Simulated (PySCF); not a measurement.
Na(OH) (HNaO), SMILES [OH][Na]. Heavy atoms are numbered as in [Na:1][OH:2]. Hydrogens are named by the atom that carries them.

Geometry optimised at PBE0-D3(BJ)/def2-TZVPD. The isomer is the one that the SMILES or the coordinates give; other isomers of the formula were not compared.

Level of theory: KT2/pcSseg-2 run with PySCF.

GIAO shieldings, no solvent; atoms alike by connectivity are averaged. δ = σ(ref) − σ: ¹⁷O against H2O (σ = 324.0 ppm); ¹H against TMS (σ = 31.47 ppm), references at their B3LYP-D3(BJ)/def2-TZVP geometries, non-relativistic.

```json
[
 {"nucleus": "¹⁷O", "atoms": "O2 (OH)", "count": "1", "δ (ppm)": "-68.2"},
 {"nucleus": "¹H", "atoms": "H on O2", "count": "1", "δ (ppm)": "-2.35"}
]
```
